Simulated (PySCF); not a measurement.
PySCF input file for AsFH4O2Si, SMILES O[Si](O)(F)[AsH2], TDA-PBE/def2-SVPD. Geometry: B3LYP-D3(BJ)/def2-SVP. This is a generated structure with no PubChem entry under its InChIKey; it may be hypothetical. Other conformers were not sampled.

```python
import numpy as np
from pyscf import gto, scf, dft, tdscf

mol = gto.M(
    atom='''
    O    -0.85806686   -1.12191240    1.58289831
    Si   -0.80892388   -0.26502502    0.17897794
    O    -1.91325728    0.96167315    0.31165301
    F    -1.27039655   -1.19704415   -1.07610453
    As    1.37284775    0.47486717   -0.31801535
    H    -1.73082468   -1.24530570    1.97947458
    H    -2.18939176    1.40776475   -0.49783810
    H     1.60905447    0.86247442    1.14135589
    H     1.93628239   -0.92988849   -0.10564687
    ''',
    basis='def2-SVPD',
    charge=0,
    spin=0,
    max_memory=1600,
    verbose=4,
)
mf = dft.RKS(mol, xc='pbe').density_fit(auxbasis='def2-universal-jkfit')
mf.grids.level = 3
mf.conv_tol = 1e-9
mf.max_cycle = 100
mf.kernel()
mf.grids = dft.Grids(mol).set(level=1).build(with_non0tab=True)  # coarser grid for the response kernel
td = tdscf.TDA(mf)
td.singlet = True
td.nstates = 10
td.conv_tol = 1e-4
td.positive_eig_threshold = 1e-6
td.kernel(x0=td.get_init_guess(mf, 15))
td.analyze()
tt = tdscf.TDA(mf)
tt.singlet = False
tt.nstates = 4
tt.conv_tol = 1e-4
tt.positive_eig_threshold = 1e-6
tt.kernel(x0=tt.get_init_guess(mf, 9))
tt.analyze(verbose=3)
```

Output:

```
PySCF version 2.14.0

[INPUT] verbose = 4
[INPUT] num. atoms = 9
[INPUT] num. electrons = 76
[INPUT] charge = 0
[INPUT] spin (= nelec alpha-beta = 2S) = 0
[INPUT] symmetry False subgroup None
[INPUT] Mole.unit = angstrom
[INPUT] Symbol           X                Y                Z      unit          X                Y                Z       unit  Magmom
[INPUT]  1 O     -0.858066860000  -1.121912400000   1.582898310000 AA   -1.621511361966  -2.120107171753   2.991244288937 Bohr   0.0
[INPUT]  2 Si    -0.808923880000  -0.265025020000   0.178977940000 AA   -1.528644588821  -0.500824703957   0.338219288939 Bohr   0.0
[INPUT]  3 O     -1.913257280000   0.961673150000   0.311653010000 AA   -3.615532265030   1.817298874848   0.588938834796 Bohr   0.0
[INPUT]  4 F     -1.270396550000  -1.197044150000  -1.076104530000 AA   -2.400701549092  -2.262085602513  -2.033542843104 Bohr   0.0
[INPUT]  5 As     1.372847750000   0.474867170000  -0.318015350000 AA    2.594306258225   0.897368896847  -0.600961914908 Bohr   0.0
[INPUT]  6 H     -1.730824680000  -1.245305700000   1.979474580000 AA   -3.270784614838  -2.353286714360   3.740664826738 Bohr   0.0
[INPUT]  7 H     -2.189391760000   1.407764750000  -0.497838100000 AA   -4.137350805779   2.660289825317  -0.940777663374 Bohr   0.0
[INPUT]  8 H      1.609054470000   0.862474420000   1.141355890000 AA    3.040672267807   1.629840443243   2.156850042759 Bohr   0.0
[INPUT]  9 H      1.936282390000  -0.929888490000  -0.105646870000 AA    3.659043416918  -1.757234572485  -0.199643650218 Bohr   0.0

nuclear repulsion = 456.179115219703
number of shells = 67
number of NR pGTOs = 261
number of NR cGTOs = 163
basis = def2-SVPD
ecp = {}


******** <class 'pyscf.df.df_jk.DFRKS'> ********
method = DFRKS
initial guess = minao
damping factor = 0
level_shift factor = 0
DIIS = <class 'pyscf.scf.diis.CDIIS'>
diis_start_cycle = 1
diis_space = 8
diis_damp = 0
SCF conv_tol = 1e-09
SCF conv_tol_grad = None
SCF max_cycles = 100
direct_scf = False
XC library pyscf.dft.libxc version 7.1.2
    S. Lehtola, C. Steigemann, M. J. T. Oliveira, and M. A. L. Marques,  SoftwareX 7, 1–5 (2018)
XC functionals = pbe
    J. P. Perdew, K. Burke, and M. Ernzerhof,  Phys. Rev. Lett. 77, 3865 (1996)
    J. P. Perdew, K. Burke, and M. Ernzerhof,  Phys. Rev. Lett. 78, 1396 (1997)
    J. P. Perdew, K. Burke, and M. Ernzerhof,  Phys. Rev. Lett. 77, 3865 (1996)
    J. P. Perdew, K. Burke, and M. Ernzerhof,  Phys. Rev. Lett. 78, 1396 (1997)
radial grids:
    Treutler-Ahlrichs [JCP 102, 346 (1995); DOI:10.1063/1.469408] (M4) radial grids

becke partition: Becke, JCP 88, 2547 (1988); DOI:10.1063/1.454033
pruning grids: <function nwchem_prune>
grids dens level: 3
symmetrized grids: False
atomic radii adjust function: <function treutler_atomic_radii_adjust>
small_rho_cutoff = 0
Set gradient conv threshold to 3.16228e-05
Initial guess from minao.
tot grids = 121264
init E= -2776.55701951723
  HOMO = -0.293434537973579  LUMO = -0.0651965250372317  gap/eV = 6.21067
cycle= 1 E= -2776.72060518404  delta_E= -0.164  |g|= 1.15  |ddm|=  3.9
  HOMO = -0.124308204643785  LUMO = -0.0209284199577628  gap/eV = 2.81311
cycle= 2 E= -2775.80068686053  delta_E= 0.92  |g|= 2.42  |ddm|= 3.21
  HOMO = -0.232469779347748  LUMO = -0.0420798166800398  gap/eV = 5.18077
cycle= 3 E= -2776.95006866627  delta_E= -1.15  |g|= 0.192  |ddm|= 2.37
  HOMO = -0.253089050937914  LUMO = -0.0373585929393294  gap/eV = 5.87032
cycle= 4 E= -2776.95581138041  delta_E= -0.00574  |g|= 0.141  |ddm|= 0.394
  HOMO = -0.251262723989606  LUMO = -0.0379314501085748  gap/eV = 5.80504
cycle= 5 E= -2776.95934669264  delta_E= -0.00354  |g|= 0.0358  |ddm|= 0.14
  HOMO = -0.24764394346465  LUMO = -0.0375418346784171  gap/eV = 5.71717
cycle= 6 E= -2776.95956352377  delta_E= -0.000217  |g|= 0.00961  |ddm|= 0.0525
  HOMO = -0.248357954055965  LUMO = -0.0375905054484122  gap/eV = 5.73527
cycle= 7 E= -2776.95958747255  delta_E= -2.39e-05  |g|= 0.00236  |ddm|= 0.0177
  HOMO = -0.248299453846645  LUMO = -0.0376659184239792  gap/eV = 5.73163
cycle= 8 E= -2776.95958856122  delta_E= -1.09e-06  |g|= 0.00105  |ddm|= 0.0035
  HOMO = -0.248273412557277  LUMO = -0.0376709143644605  gap/eV = 5.73079
cycle= 9 E= -2776.95958876965  delta_E= -2.08e-07  |g|= 0.000218  |ddm|= 0.00107
  HOMO = -0.248279346054012  LUMO = -0.0376700975144248  gap/eV = 5.73097
cycle= 10 E= -2776.95958877842  delta_E= -8.77e-09  |g|= 5.49e-05  |ddm|= 0.000341
  HOMO = -0.248283109923833  LUMO = -0.037673215120182  gap/eV = 5.73099
cycle= 11 E= -2776.95958877904  delta_E= -6.19e-10  |g|= 4.08e-05  |ddm|= 0.000162
  HOMO = -0.248280876448988  LUMO = -0.0376719005663162  gap/eV = 5.73096
cycle= 12 E= -2776.95958877963  delta_E= -5.94e-10  |g|= 3.86e-06  |ddm|= 6.58e-05
  HOMO = -0.248281109461148  LUMO = -0.03767204610168  gap/eV = 5.73096
Extra cycle  E= -2776.95958877964  delta_E= -5.91e-12  |g|= 5.74e-06  |ddm|= 1.42e-05
converged SCF energy = -2776.95958877964
tot grids = 39296
Overwritten attributes  positive_eig_threshold  of <class 'pyscf.tdscf.rks.TDA'>


******** <class 'pyscf.tdscf.rks.TDA'> for <class 'pyscf.df.df_jk.DFRKS'> ********
nstates = 10 singlet
deg_eia_thresh = 1.000e-03
wfnsym = None
conv_tol = 0.0001
eigh lindep = 1e-12
eigh level_shift = 0
eigh max_cycle = 100


Excitation energies (eV)
[5.84342074 6.39780254 6.6756639  6.89282115 7.02272098 7.20288269
 7.31731818 7.32838711 7.40393204 7.57031008]

** Singlet excitation energies and oscillator strengths **
Excited State   1:      5.84342 eV    212.18 nm  f=0.0870
      38 -> 39       -0.69511
Excited State   2:      6.39780 eV    193.79 nm  f=0.0156
      38 -> 40       -0.54908
      38 -> 41       -0.40826
Excited State   3:      6.67566 eV    185.73 nm  f=0.0518
      37 -> 39       -0.17340
      38 -> 40        0.32828
      38 -> 41       -0.48666
      38 -> 42        0.20814
      38 -> 43       -0.21504
Excited State   4:      6.89282 eV    179.87 nm  f=0.1069
      37 -> 39       -0.65332
      38 -> 42       -0.20688
Excited State   5:      7.02272 eV    176.55 nm  f=0.0381
      37 -> 39       -0.11875
      37 -> 40       -0.19157
      38 -> 40       -0.12025
      38 -> 42        0.56621
      38 -> 43        0.30938
Excited State   6:      7.20288 eV    172.13 nm  f=0.0027
      36 -> 39       -0.68478
      37 -> 40       -0.11527
Excited State   7:      7.31732 eV    169.44 nm  f=0.0870
      37 -> 40        0.15805
      37 -> 41       -0.42880
      37 -> 42        0.13178
      38 -> 40        0.12684
      38 -> 41       -0.11346
      38 -> 43        0.41289
      38 -> 44        0.11851
Excited State   8:      7.32839 eV    169.18 nm  f=0.0384
      36 -> 39        0.12555
      36 -> 40        0.10180
      37 -> 40       -0.38453
      37 -> 41        0.31310
      38 -> 41       -0.10164
      38 -> 42       -0.23727
      38 -> 43        0.32234
Excited State   9:      7.40393 eV    167.46 nm  f=0.0208
      36 -> 40       -0.18667
      37 -> 40        0.40537
      37 -> 41        0.34664
      38 -> 41       -0.10358
      38 -> 43        0.20876
      38 -> 44       -0.26306
Excited State  10:      7.57031 eV    163.78 nm  f=0.0020
      36 -> 40       -0.54398
      36 -> 41       -0.33805
      38 -> 44        0.24759

** Transition electric dipole moments (AU) **
state          X           Y           Z        Dip. S.      Osc.
  1        -0.5102     -0.4094      0.4237      0.6074      0.0870
  2        -0.1639      0.0071      0.2689      0.0992      0.0156
  3         0.4959      0.2334     -0.1280      0.3168      0.0518
  4        -0.7820     -0.1404      0.0433      0.6331      0.1069
  5        -0.1857      0.3022     -0.3094      0.2216      0.0381
  6        -0.0803     -0.0500     -0.0783      0.0151      0.0027
  7         0.5486      0.2955     -0.3113      0.4852      0.0870
  8         0.4407      0.0185      0.1395      0.2141      0.0384
  9         0.1727      0.2644     -0.1217      0.1145      0.0208
 10        -0.0824     -0.0627     -0.0015      0.0107      0.0020

** Transition velocity dipole moments (imaginary part, AU) **
state          X           Y           Z        Dip. S.      Osc.
  1        -0.0875     -0.0673      0.0721      0.0174      0.0540
  2        -0.0232     -0.0109      0.0345      0.0019      0.0052
  3         0.0337      0.0167     -0.0118      0.0016      0.0042
  4        -0.1589     -0.0298     -0.0009      0.0261      0.0688
  5        -0.0108      0.0605     -0.0642      0.0079      0.0204
  6        -0.0193     -0.0011     -0.0254      0.0010      0.0026
  7         0.0922      0.0598     -0.0632      0.0161      0.0398
  8         0.0710      0.0318      0.0047      0.0061      0.0150
  9         0.0455      0.0178     -0.0534      0.0052      0.0128
 10        -0.0244     -0.0098     -0.0012      0.0007      0.0017

** Transition magnetic dipole moments (imaginary part, AU) **
state          X           Y           Z
  1        -0.0317      0.2668      0.1271
  2        -0.3970      0.0803      0.0244
  3        -0.1122      0.1479      0.0063
  4         0.0217     -0.2986     -0.4293
  5         0.0217     -0.4262     -0.4593
  6        -0.4958      0.0094      0.0106
  7         0.0248      0.0931     -0.1973
  8         0.0979      0.5508      0.4548
  9        -0.4182     -0.1021      0.0096
 10        -0.1367      0.3247     -0.1110


******** <class 'pyscf.tdscf.rks.TDA'> for <class 'pyscf.df.df_jk.DFRKS'> ********
nstates = 4 triplet
deg_eia_thresh = 1.000e-03
wfnsym = None
conv_tol = 0.0001
eigh lindep = 1e-12
eigh level_shift = 0
eigh max_cycle = 100


Excitation energies (eV)
[5.52801994 5.61105982 5.73473934 6.53519757]

** Triplet excitation energies and oscillator strengths **
Excited State   1:      5.52802 eV    224.28 nm  f=0.0000
Excited State   2:      5.61106 eV    220.96 nm  f=0.0000
Excited State   3:      5.73474 eV    216.20 nm  f=0.0000
Excited State   4:      6.53520 eV    189.72 nm  f=0.0000
```

The run converged.

Cost: about 60 core-seconds (a rough figure).
